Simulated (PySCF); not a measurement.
Structure problem from calculated spectra and properties.

Formula: C4H9N2P.

* Polarisability: 86.0 au [B3LYP/def2-SVPD]
* Dipole: 3.77 D [B3LYP/def2-SVPD]
* 13C NMR: chemical shifts (computed TMS as zero) by class: 160.7 (2 C), 37.7 (2 C) ppm [GIAO KT2/pcSseg-1]
* Triplet: lowest triplet excitation (Tamm–Dancoff): 3.70 eV [TDA B3LYP/def2-SVPD]
* Rotational structure: rotational constants A, B, C: 3.290, 2.155, 1.479 GHz [PBE0-D3(BJ)/def2-SVP]
* XPS: P2p3/2 137.8, C1s 290.6 (×2), C1s 291.7 (×2), N1s 402.7, N1s 404.9, P1s 2151.8 eV [ΔSCF SCAN, pcX-2 on the ionised atom, pcseg-1 elsewhere, spin-free X2C, 2p3/2 from a spin–orbit splitting computed afterwards within the 2p shell]
* 1H NMR: chemical shifts (computed TMS as zero) by class: 8.97 (2 H), 2.62 (6 H), 0.70 (1 H) ppm [GIAO KT2/pcSseg-1]

Electronic properties: PySCF, gas phase, density fitting. Levels stand in brackets. Geometry: PBE0-D3(BJ)/def2-SVP, one conformer, isolated molecule. NMR values are class means; diastereotopic atoms form classes of their own.

**Question.** What is the compound? Reason from the data.

**Answer.** Numbering: `[CH3:1][N:2]([CH3:3])[P:4]1(=[NH:5])[CH:6]=[CH:7]1`. 4 carbons fall into 2 classes; from least to most shielded: alkene CH carbon [C6/C7] (160.7 ppm, 2 C, up to 10.5 ppm apart in this geometry), N-methyl carbon [C1/C3] (37.7 ppm, 2 C). Hydrogen classes from least to most shielded: 2 H on 2 alkene CH carbons, C6/C7 (8.97 ppm, a mean of values up to 0.6 ppm apart in this geometry), 6 H on 2 N-methyl carbons, C1/C3 (2.62 ppm, a mean of values up to 1.6 ppm apart in this geometry), 1 H on a nitrogen bonded to P and H, N5 (0.70 ppm). The core levels belong to: P2p3/2 137.8 eV, phosphorus bonded to 2 C and 2 N [P4]; C1s 290.6 eV, alkene CH carbon [C6/C7]; C1s 291.7 eV, N-methyl carbon [C1/C3]; N1s 402.7 eV, nitrogen bonded to P and H [N5]; N1s 404.9 eV, nitrogen bonded to 2 C and P [N2]; P1s 2151.8 eV, phosphorus bonded to 2 C and 2 N [P4]. One atom of each topological class was ionised and stands for its class. The optimised geometry has point group C1 and is an asymmetric top. Structure: `N=P1(C=C1)N(C)C`. The assignments are read from this structure; whether some other isomer fits the data as well wasn't checked.

Shape of the structure used: `[CH3:1][N:2]([CH3:3])[P:4]1(=[NH:5])[CH:6]=[CH:7]1`: C1–N2–P4–N5 168°.
